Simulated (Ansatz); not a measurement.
Q: Name a neutral molecule of As, N, S and H with HOMO energy (PBE/def2-TZVPP) between -6.00 and -5.70 eV and HOMO–LUMO gap (ωB97M-V/def2-TZVPP) between 10.55 and 10.85 eV (Ansatz, PBE0-D4/def2-TZVP geometry).

A: `N[AsH]S` (-5.88 eV, 10.81 eV). Other molecules can fit too; these were computed, each in one conformer that needn't be the lowest.
